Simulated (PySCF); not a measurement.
# Reading the logs of faulty runs: BFH3OSi cation

All numbers below are calculated, not measured. They come from PySCF 2.14.0, an open-source quantum chemistry program, on an isolated molecule that a program drew, which may never have been made. The molecule is BFH3OSi cation (charge +1, singlet), drawn as the SMILES string `FBO[SiH2+]`.

Each row is a Hartree-Fock (HF) and frozen-core CCSD(T) single point in the cc-pV(D+d)Z basis, meant for a local HF minimum. Run 1 is clean. Each other run has one planted mistake out of seven kinds, and not every kind appears here: one electron removed, one electron added, multiplicity raised by two, geometry at a saddle point, minimal basis STO-3G, one bond length entered in bohr, all coordinates scaled. The reference is restricted for singlets and unrestricted otherwise, and also for a bond in bohr. Adding or removing an electron swaps singlet and doublet. Electrons count all cores. HOMO and LUMO are orbital energies over both spins, the gradient is its largest component, and the lowest frequency (negative if imaginary) is given only where the gradient is small. Bond lengths are over the 6 bonds as drawn. T1 is the CCSD diagnostic: over 0.02 (restricted) or 0.045 (unrestricted) a single reference is doubtful.

Geometry of the clean run:
```xyz
7
BFH3OSi cation, angstrom
F    -2.2725   -0.3010    0.7738
B    -1.1541   -0.8265    1.1735
O    -0.1546   -0.9262    0.1896
Si    0.8424   -0.9695   -0.9965
H    -0.9340   -1.2100    2.2673
H     1.7241    0.1706   -1.1947
H     0.8619   -2.1586   -1.8343
```

```
run,electrons,basis functions,<S^2>,HOMO (eV),LUMO (eV),gradient (hartree/bohr),lowest frequency (cm^-1),mean bond (Å),longest bond (Å),T1,HF (hartree),CCSD(T) (hartree),mistake
1,38,80,0.000,-19.53,-5.29,9.0e-06,78,1.3907,1.550,0.0170,-489.52154,-490.08533,no fault
2,38,80,1.010,-16.70,-6.70,2.0e-02,-,1.6206,2.929,0.0181,-489.37236,-489.89589,one bond length entered in bohr
3,38,80,0.000,-19.38,-5.38,3.2e-02,-,1.4310,1.595,0.0183,-489.51526,-490.08441,all coordinates scaled
4,38,27,0.000,-16.88,-1.96,2.0e-02,-,1.3907,1.550,0.0276,-483.51632,-483.70708,?
```

**Which mistake was planted in run 4, and what did it cost?**

It has 27 basis functions where the clean run has 80, with the same electrons and geometry. So the mistake is: minimal basis STO-3G. Subtracting run 1 and multiplying by 627.51 kcal/mol a hartree, the energy moved by 3768.3 kcal/mol in HF and 4002.4 kcal/mol in CCSD(T).

Cautions from the logs. Run 4: T1 is over the limit, so its CCSD(T) energy is less reliable.
